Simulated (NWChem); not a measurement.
System: SnH2S, singlet; SMILES [SH][SnH]

NWChem input:

```
start job
memory heap 200 mb stack 900 mb global 1100 mb
geometry units angstroms noautoz
  Sn     0.020811     0.626688     0.000000
  H     -1.757320     0.650780     0.000000
  S     -0.069791    -1.809349     0.000000
  H      1.270158    -1.991050     0.000000
end
basis spherical
  * library def2-svp
end
ecp
  Sn library def2-ecp
end
dft
  xc xpbe96 cpbe96
  iterations 150
  vectors input atomic output neutral.movecs
end
task dft energy
charge 1
dft
  odft
  mult 2
  vectors input atomic output cation.movecs
end
task dft energy
```

Low-valent species are run as closed-shell singlets; no triplet was tried in these runs. The geometry was optimised at PBE0/def2-SVP. Not confirmed as a minimum by frequencies. def2 effective core potentials on Sn; no spin-orbit coupling.

Ions are spin-unrestricted doublets at the neutral geometry; other ion states weren't tried.

**Question.** Predict the main results of this run. (PBE/def2-SVP with def2 effective core potentials on Sn, vertical spin-unrestricted ions.) Quantities: vertical ionisation energy, ΔSCF (eV); −ε(HOMO) (eV).

**Answer.** 
- vertical ionisation energy, ΔSCF (eV) = 8.81
- −ε(HOMO) (eV) = 5.77
